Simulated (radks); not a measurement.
The numbers below are computed, except where a source is named.
Question: Orbital eigenvalues (eV) of neutral tellurium, [Kr] 4d10 5s2 5p4, of relativity; Dirac values are averaged over j with weights 2j + 1. Spin-unpolarised spherical Kohn-Sham, PBE, point nucleus unless stated (finite: rms radius 4.7423 fm), a radial shooting solver on a logarithmic mesh with Libxc functionals. A level marked "c x" has the speed of light scaled by that factor and shares open shells by 2j + 1; other Dirac levels either fill j = l - 1/2 first or share by 2j + 1.

shell  non-rel.
1s       -30396
2s      -4548.7
2p      -4268.4
3s      -902.86
3p      -785.72
3d      -568.19
4s      -152.10
4p      -111.79
4d      -43.714
5s      -13.957
5p      -6.0182

Give the values at the level "Dirac, c x 3".

Answer: 
shell  Dirac, c x 3  change of magnitude (%)
1s           -30522                    +0.41
2s          -4579.3                    +0.67
2p          -4277.6                    +0.22
3s          -909.18                    +0.70
3p          -787.69                    +0.25
3d          -567.25                    -0.16
4s          -153.34                    +0.82
4p          -112.08                    +0.26
4d          -43.485                    -0.52
5s          -14.071                    +0.81
5p          -6.0118                    -0.11
